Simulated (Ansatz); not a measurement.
Consider the ligand exchange at a Ge–C bond: `[CH3][Ge]([OH])([F])[Cl]` + CH₃OH → `C[O][Ge]([OH])([F])[Cl]` + CH₄.

Program: Ansatz. Geometries: PBE0-D4/def2-TZVP. ΔE: electronic, gas phase. CCSD(T)/CBS adds triple-zeta CCSD(T) − MP2 to the extrapolated MP2 energy (def2 sets, frozen cores). This one scheme is used for every species. Functionals use def2-TZVPP. B3LYP here is the variant with VWN-RPA as its local correlation; programs differ in this. For Ge outer-core shells are correlated without core-valence functions, which leaves a few kJ/mol of doubt a bond. Scalar relativity is left out up to krypton. One conformer a species, not always the lowest.

`[CH3][Ge]([OH])([F])[Cl]`:

```xyz
9

C    -1.272    0.450   -0.187
Ge    0.484   -0.311   -0.113
O     1.473    0.526    1.066
F     1.274   -0.174   -1.648
Cl    0.502   -2.411    0.297
H    -1.768    0.313    0.774
H    -1.848   -0.042   -0.970
H    -1.188    1.515   -0.406
H     2.342    0.135    1.186
```

CH₃OH:

Z-matrix (Å, degrees):
```
C
O 1 1.409
H 1 1.097 2 112.4
H 1 1.090 2 107.0 3 -118.5
H 1 1.097 2 112.4 3 123.0
H 2 0.959 1 108.5 3 -61.6
```

`C[O][Ge]([OH])([F])[Cl]`:

Cartesian coordinates in Å:
```
C 0.097 -0.432 1.597
O 0.235 -0.731 0.216
Ge -0.082 0.481 -0.994
O 0.098 -0.243 -2.565
F -1.690 1.056 -0.778
Cl 1.163 2.180 -0.837
H 0.783 0.363 1.904
H -0.927 -0.137 1.843
H 0.346 -1.339 2.148
H -0.023 -1.197 -2.533
```

CH₄:

```xyz
5

C     0.000    0.000    0.000
H     0.555    0.843   -0.412
H     0.576   -0.456    0.805
H    -0.176   -0.737   -0.783
H    -0.955    0.350    0.391
```

(1) Is it downhill or uphill in electronic energy at CCSD(T)/CBS, and by how much? (Estimate.)

(2) What do these levels give: r2SCAN-D4, PBE0-D4, ωB97X-V, ωB97M-V, PBE, r2SCAN, B3LYP, HF/def2-TZVPP, MP2/def2-TZVPP, HF/def2-QZVPP, SCS-MP2/def2-QZVPP, CCSD/CBS(def2)? (Best estimate.)

Largest T1 diagnostic among the species: 0.012.

Results:

(1) Ansatz gave: Downhill: ΔE = -8.0 kcal/mol.

(2) Computed: r2SCAN-D4 -9.0, PBE0-D4 -6.9, ωB97X-V -8.7, ωB97M-V -8.1, PBE -6.4, r2SCAN -8.8, B3LYP -8.0, HF/def2-TZVPP -10.5, MP2/def2-TZVPP -9.2, HF/def2-QZVPP -10.7, SCS-MP2/def2-QZVPP -9.2, CCSD/CBS(def2) -7.8 kcal/mol.

The D4 term adds −0.8 kcal/mol with B3LYP and −0.4 kcal/mol with PBE0; it sums over pairs of atoms, weighted by their polarisabilities, and B3LYP, whose exchange is more repulsive, gets the larger term. In def2-TZVPP, CCSD(T) changes the Hartree–Fock value by +1.3 kcal/mol (the triples alone add −0.2 kcal/mol) and MP2 by +1.3 kcal/mol.
